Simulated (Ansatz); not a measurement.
## MP2, SCS-MP2 and SOS-MP2 from spin components

System: C3H6AlF (SMILES C=[CH][Al]([CH3])[F]), singlet, geometry from GFN2-xTB (such geometries of metal compounds can be far from the true shape). Level: MP2/def2-SVPD in Ansatz (a first-principles code). Sums are taken with unrounded values, so a last digit can differ.

Here is a job for Ansatz.
Ansatz 0.2 input:
```yaml
crystal:
  periodic: [false, false, false]
  atoms:
    - {symbol: Al, position_ang: [0.13005345, 0.41329094, 0.16589565]}
    - {symbol: F, position_ang: [1.15089400, 1.69233620, -0.08740675]}
    - {symbol: C, position_ang: [-1.06854705, 0.50222029, 1.74888441]}
    - {symbol: H, position_ang: [-1.79106507, -0.31384321, 1.79465221]}
    - {symbol: H, position_ang: [-1.63217283, 1.44063801, 1.76023744]}
    - {symbol: H, position_ang: [-0.49785566, 0.48188044, 2.68265013]}
    - {symbol: C, position_ang: [0.27175134, -1.03180306, -1.17854248]}
    - {symbol: C, position_ang: [-0.46060270, -2.14244729, -1.13435911]}
    - {symbol: H, position_ang: [0.98113092, -0.93358219, -2.00452302]}
    - {symbol: H, position_ang: [-0.38190958, -2.93359475, -1.86970881]}
    - {symbol: H, position_ang: [-1.18247816, -2.31312581, -0.34918767]}
basis:
  gaussian:
    orbitals: def2-SVPD
magnetization: {spin_polarized: false}
correlation: {method: mp2}
```

It gave an SCF energy of -458.291808 Eh, a same-spin correlation energy of -0.166742 Eh and an opposite-spin one of -0.521457 Eh.

Work out the MP2, SCS-MP2 (6/5 and 1/3) and SOS-MP2 (1.3 and 0) correlation and total energies.

MP2: -0.521457 + (-0.166742) = -0.688199 Eh, total -458.980007 Eh, as the program printed. SCS-MP2: 1.2 × (-0.521457) + (-0.166742)/3 = -0.681329 Eh, total -458.973137 Eh. SOS-MP2: 1.3 × (-0.521457) = -0.677894 Eh, total -458.969702 Eh. Opposite spins carry 76 % of the MP2 correlation; same-spin pairs are already kept apart by exchange.
